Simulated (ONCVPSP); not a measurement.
Re, ONCV: configuration errors across variants

```json
{"Element": "Re (Z = 75)", "Generator": "ONCVPSP 4.0.1", "Type": "optimised norm-conserving Vanderbilt (ONCV)", "Functional": "PBE", "Relativity": "fully relativistic", "Frozen core": "[Kr] 4d10 4f14", "Valence charge": "15", "Reference configuration": "5s2 5p6 5d5 6s1.75 6p0.25", "Partial waves": "5s+6s: rc 1.80 bohr, ncon 3, nbas 6, qcut 8.5 1/bohr, 2 projectors; 5p+6p: rc 1.75 bohr, ncon 4, nbas 8, qcut 9.3 1/bohr, 2 projectors; 5d: rc 2.40 bohr, ncon 4, nbas 9, qcut 6 1/bohr, 2 projectors, debl 1.9 Ha", "Local potential": "polynomial inside 1.25 bohr (lpopt 2, dvloc0 4 Ha)", "Core correction": "polynomial model core, fcfact 0.55"}
```

Open shells are filled in proportion to 2j + 1.

All-electron excitation energies from the reference (eV): (1) 5s2 5p6 5d5 6s2 6p0 -1.155; (2) 5s2 5p6 5d5 6s1 6p0 8.100; (3) 5s2 5p6 5d4 6s2 6p1 3.852.

2 further variants failed, have other tests or another functional or relativity, and are left out.

Errors AE − PS in meV (a dash: test not solved or not reliable):

```csv
change,(1),(2),(3),bound ghosts,GHOST(+) flags above zero
base,-0.1,-0.5,+1.9,none,none
"local potential polynomial inside 1.30 bohr (lpopt 5, dvloc0 0 Ha)",-0.1,-0.5,+1.9,none,s
d: nproj 3,-0.1,-0.5,+1.9,none,none
d: rc 2.72,-0.1,-0.3,+13,none,none
s: qcut 12.5; p: qcut 13.6; d: qcut 8.8,-0.1,-0.7,-5.6,none,none
```

Task: Give the same row for: all radii but the core radius scaled by about 1.07 (s 1.92, p 1.86, d 2.56 bohr); local potential polynomial inside 1.32 bohr (lpopt 2, dvloc0 4 Ha).

Result: -0.1, -0.6, +6.1; bound ghosts: none; GHOST(+) flags above zero: none.
